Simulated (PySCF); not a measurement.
Hf(Cl)3(OH)(OH2) (Cl3H3HfO2), SMILES [OH][Hf](<-[OH2])([Cl])([Cl])[Cl], multiplicity 1. Coordinates come from a PBE-D3(BJ)/def2-SVP optimisation. The multiplicity is an assumed one; other spin states were not compared. The def2 effective core potentials stand for the cores of Hf; spin–orbit coupling is left out. Other conformers were not sampled.

Computed equilibrium geometry at PBE-D3(BJ)/def2-SVP (PySCF confirms it by a frequency run) as a Z-matrix, and its point group (one conformer of several):
point group Cs.
```
Hf
O 1 1.9037
H 2 0.9661 1 166.49
Cl 1 2.3653 2 102.36 3 0.00
O 1 2.3756 2 89.14 3 -180.00
H 5 0.9801 1 109.47 2 -121.42
H 5 0.9801 6 107.14 1 118.62
Cl 1 2.4089 2 114.42 3 104.75
Cl 1 2.4089 2 114.42 3 -104.75
```
Charge 0, spin multiplicity 1.
